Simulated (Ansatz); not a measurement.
Program: Ansatz. Geometries: PBE0-D4/def2-TZVP. ΔE: electronic, gas phase. CCSD(T)/CBS is the MP2 limit (def2-TZVPP, def2-QZVPP) plus CCSD(T) − MP2 in def2-TZVPP, frozen cores. DFT in def2-TZVPP. For Ga outer-core shells are correlated without core-valence functions, which leaves a few kJ/mol of doubt a bond. Scalar relativity is left out up to krypton. One conformer a species, not always the lowest.

Reaction (formal exchange of groups at a C–C bond): `BCCBO` + `[GaH3]` → `B[CH2][GaH2]` + `CBO`

`BCCBO`:

Cartesian coordinates in Å:
```
B 1.351 1.162 -1.383
C 0.057 0.574 -0.771
C 0.166 -0.356 0.444
B -1.195 -0.618 1.179
O -1.589 -1.835 1.625
H 2.382 1.168 -0.769
H 1.325 1.683 -2.463
H -0.597 0.153 -1.544
H -0.481 1.500 -0.480
H 0.663 -1.291 0.154
H 0.838 0.110 1.180
H -1.964 0.280 1.400
H -0.956 -2.531 1.428
```

`[GaH3]`:

```xyz
4

Ga    0.000    0.000    0.000
H    -0.950    0.519   -1.135
H    -0.423   -1.232    0.874
H     1.372    0.713    0.261
```

`B[CH2][GaH2]`:

```xyz
9

B    -0.724    0.396    1.112
C    -0.723   -0.353   -0.202
Ga    1.166   -0.071   -0.831
H    -0.325   -0.129    2.115
H    -1.034    1.555    1.160
H    -0.751   -1.445   -0.133
H    -1.339    0.039   -1.013
H     2.321   -0.909   -0.186
H     1.409    0.918   -2.023
```

`CBO`:

Cartesian coordinates in Å:
```
C 0.452 0.686 -0.581
B -0.105 -0.521 0.233
O -1.140 -0.327 1.088
H -0.069 1.623 -0.378
H 0.394 0.476 -1.655
H 1.519 0.823 -0.371
H 0.359 -1.630 0.125
H -1.410 -1.130 1.540
```

| level | ΔE (kcal/mol) | difference from CCSD(T)/CBS |
| --- | --- | --- |
| r2SCAN-D4 | -22.5 | 0.0 |
| PBE0-D4 | -21.6 | 0.9 |
| ωB97X-V | -19.9 | 2.6 |
| ωB97M-V | -20.9 | 1.6 |
| B2PLYP | -22.1 | 0.4 |
| PBE | -22.4 | 0.1 |
| r2SCAN | -22.6 | -0.1 |
| PBE0 | -21.7 | 0.8 |
| MP2/def2-TZVPP | -23.3 | -0.8 |
| SCS-MP2/def2-TZVPP | -21.9 | 0.6 |
| CCSD/def2-TZVPP | -21.4 | 1.1 |
| CCSD(T)/def2-TZVPP | -22.0 | 0.5 |
| MP2/def2-QZVPP | -23.5 | -1.0 |
| HF/CBS(def2) | -18.0 | 4.5 |
| MP2/CBS(def2) | -23.9 | -1.4 |
| CCSD/CBS(def2) | -21.9 | 0.6 |
| CCSD(T)/CBS | -22.5 | 0 |

Largest T1 diagnostic among the species: 0.013.

In def2-TZVPP, CCSD(T) changes the Hartree–Fock value by −3.7 kcal/mol (the triples alone add −0.6 kcal/mol) and MP2 by −5.1 kcal/mol.
